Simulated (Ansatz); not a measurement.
Consider the silylene formation by 1,1-elimination: `[SiH3]C(Br)Br` → `BrCBr` + `[SiH2]`.

Calculated with Ansatz (gas phase, PBE0-D4/def2-TZVP geometries, no zero-point term in ΔE). CBS: MP2 limit from def2 TZ/QZ plus the TZ coupled-cluster correction, frozen cores. This one scheme is used for every species. DFT in def2-TZVPP. B3LYP here is the variant with VWN-RPA as its local correlation; programs differ in this. For Br outer-core shells are correlated without core-valence functions, which leaves a few kJ/mol of doubt a bond. Scalar relativity is left out up to krypton.

| level | ΔE (eV) | difference from CCSD(T)/CBS |
| --- | --- | --- |
| PBE-D4 | 2.43 | -0.01 |
| r2SCAN-D4 | 2.59 | 0.15 |
| PBE0-D4 | 2.50 | 0.06 |
| B3LYP-D4 | 2.34 | -0.10 |
| ωB97X-V | 2.49 | 0.05 |
| ωB97M-V | 2.35 | -0.09 |
| B2PLYP | 2.33 | -0.11 |
| PBE | 2.32 | -0.12 |
| r2SCAN | 2.57 | 0.13 |
| PBE0 | 2.41 | -0.03 |
| B3LYP | 2.17 | -0.27 |
| HF/def2-TZVPP | 2.11 | -0.33 |
| MP2/def2-TZVPP | 2.58 | 0.14 |
| SCS-MP2/def2-TZVPP | 2.43 | -0.01 |
| CCSD/def2-TZVPP | 2.28 | -0.16 |
| CCSD(T)/def2-TZVPP | 2.34 | -0.10 |
| HF/def2-QZVPP | 2.12 | -0.32 |
| MP2/def2-QZVPP | 2.64 | 0.20 |
| SCS-MP2/def2-QZVPP | 2.49 | 0.05 |
| HF/CBS(def2) | 2.12 | -0.32 |
| MP2/CBS(def2) | 2.67 | 0.23 |
| CCSD/CBS(def2) | 2.37 | -0.07 |
| CCSD(T)/CBS | 2.44 | 0 |

Largest T1 diagnostic among the species: 0.014.

The D4 term adds +0.18 eV with B3LYP and +0.09 eV with PBE0; it sums over pairs of atoms, weighted by their polarisabilities, and B3LYP, whose exchange is more repulsive, gets the larger term. From PBE to PBE0 (25 % exact exchange), in def2-TZVPP and without D4, ΔE moves by +0.08 eV.
